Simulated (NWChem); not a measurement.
BO cation

```xyz
2

B      0.0000     0.0000    -0.7253
O      0.0000     0.0000     0.4611
```
Atoms are numbered in this order, from 1.

Results from NWChem. The geometry was optimised at PBE0/def2-SVP. B3LYP is NWChem's, with the RPA form of VWN correlation. Core excitations by TDA in a window of 1s orbitals, non-relativistic and unshifted: absolute energies depend strongly on the exact-exchange share.

| level | first 1s excitation (eV) | dipole oscillator strength of the first | first state with f > 0.002 (eV) | dipole oscillator strength of that state |
|---|---|---|---|---|
| B K edge, B3LYP/cc-pVTZ | ___ | ___ | ___ | ___ |
| B K edge, BHandHLYP/def2-TZVP | 184.8 | 0.0680 | 184.8 | 0.0680 |
| O K edge, BHandHLYP/def2-TZVP | 525.7 | 0.0165 | 525.7 | 0.0165 |
| O K edge, PBE0/def2-TZVP | 514.7 | 0.0146 | 514.7 | 0.0146 |

### Question
What belongs in the gaps?

### Answer

- B K edge, B3LYP/cc-pVTZ, first 1s excitation (eV): 179.8
- B K edge, B3LYP/cc-pVTZ, dipole oscillator strength of the first: 0.0581
- B K edge, B3LYP/cc-pVTZ, first state with f > 0.002 (eV): 179.8
- B K edge, B3LYP/cc-pVTZ, dipole oscillator strength of that state: 0.0581
